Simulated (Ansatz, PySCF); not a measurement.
Stretching the Al1–Cl4 bond in AlClFH (SMILES [F][AlH][Cl]) (multiplicity 1 held, fragments rigid). Energies count from the point at 2.087 Å.
Geometry at that point (charge 0, multiplicity 1):
```xyz
4

Al    -0.561     0.177    -0.471
H     -1.756    -0.370    -1.303
F     -0.216     1.786    -0.496
Cl     0.647    -1.059     0.699
```

R- and RO- levels are restricted; in cc, def2 and unpolarised 6-31G sets they are followed outwards from rest. Unrestricted levels (U-) break spin symmetry where that is lower. Active spaces are followed from a long bond inwards. Curves can end on different states.

Frozen-core correlation. Rows in 6-31G* carry no dispersion term and start afresh at each structure (6-31G* with six Cartesian d functions).

Programs: Ansatz (an electronic-structure program) with Gaussian orbitals; PySCF for 6-31G* rows. Values without a source in brackets are computed.

```tsv
level	energy at R = 6.679 Å (kcal/mol)
R-HF/6-31G*	169.85
U-HF/cc-pV(T+d)Z	94.77
U-r2SCAN/cc-pV(T+d)Z	114.60
U-B3LYP/cc-pV(T+d)Z	112.28
R-wB97X-V/cc-pV(T+d)Z	163.96
R-MP2/cc-pV(T+d)Z	144.70
R-SCS-MP2/cc-pV(T+d)Z	[?]
FIC-MRCISD on CASSCF(6,4)/cc-pV(T+d)Z	116.11
FIC-MRCISD+Q on CASSCF(6,4)/cc-pV(T+d)Z	118.06
```

Q: Some entries are withheld; supply them.

A: 
- R-SCS-MP2/cc-pV(T+d)Z, energy at R = 6.679 Å (kcal/mol): 139.65

Doubts at one or more of the structures used: a restricted determinant that unrestricted orbitals would lower (R-HF/6-31G*, R-wB97X-V/cc-pV(T+d)Z, R-MP2/cc-pV(T+d)Z, R-SCS-MP2/cc-pV(T+d)Z); a spin-contaminated determinant (U-HF/cc-pV(T+d)Z, U-r2SCAN/cc-pV(T+d)Z, U-B3LYP/cc-pV(T+d)Z); active orbitals that take no part (FIC-MRCISD on CASSCF(6,4)/cc-pV(T+d)Z, FIC-MRCISD+Q on CASSCF(6,4)/cc-pV(T+d)Z).
